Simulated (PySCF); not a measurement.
Geometry:
```
atom   x (Å)   y (Å)   z (Å)
 Cl1   2.814   1.117  -0.957
  C2   2.111  -0.092   0.175
  C3   0.633  -0.066   0.057
  C4  -0.163  -1.000  -0.489
  C5  -1.584  -0.547  -0.422
 Cl6  -2.584  -1.668   0.554
  C7  -1.464   0.795   0.245
 Cl8  -2.827   1.758   0.562
  C9  -0.177   1.060   0.511
 H10   2.440   0.198   1.173
 H11   2.522  -1.062  -0.100
 H12   0.122  -1.948  -0.903
 H13  -2.064  -0.487  -1.401
 H14   0.222   1.942   0.973
```

Geometry: GFN2-xTB; GIAO shifts from PySCF 2.14.0 with density-fitted response routines, gas phase, non-relativistic, averaged over equivalent atoms.

At PBE0/pcSseg-0 (103 basis functions, 12 s wall time on 1 thread of an Arm Neoverse V1, shared host):
```json
{"atoms": "C7", "δ (ppm)": "163.2"}
{"atoms": "C3", "δ (ppm)": "152.2"}
{"atoms": "C4", "δ (ppm)": "146.3"}
{"atoms": "C9", "δ (ppm)": "143.5"}
{"atoms": "C5", "δ (ppm)": "70.1"}
{"atoms": "C2", "δ (ppm)": "48.8"}
{"atoms": "H14", "δ (ppm)": "6.20"}
{"atoms": "H12", "δ (ppm)": "6.00"}
{"atoms": "H13", "δ (ppm)": "4.57"}
{"atoms": "H10", "δ (ppm)": "4.28"}
{"atoms": "H11", "δ (ppm)": "4.27"}
```

Chemical shifts δ = σref − σ; TMS for ¹³C (σ = 195.82 ppm), ¹H (σ = 33.29 ppm), all at this level.

Problem. Estimate the result of repeating the calculation with PBE0/pcSseg-1.

Solution. 
```csv
atoms,δ at PBE0/pcSseg-1,change
C7,156.9,-6.3
C3,151.9,-0.3
C4,140.5,-5.8
C9,138.1,-5.4
C5,67.7,-2.4
C2,47.1,-1.7
H14,6.51,+0.31
H12,6.21,+0.21
H13,4.62,+0.05
H10,4.30,+0.02
H11,4.33,+0.06
```

Chemical shifts δ = σref − σ; ¹³C (σ = 186.93 ppm), ¹H (σ = 31.72 ppm) vs TMS, all at this level.

The largest change is at C7 (fully substituted alkene carbon). Cost: 199 basis functions, 110 s wall time (97 s CPU) on 1 thread of an AMD EPYC, shared host. The order of the carbon signals is the same at both levels.

Carbons that carry Cl, above all several Cl atoms, come out too deshielded, partly because spin–orbit coupling is missing.
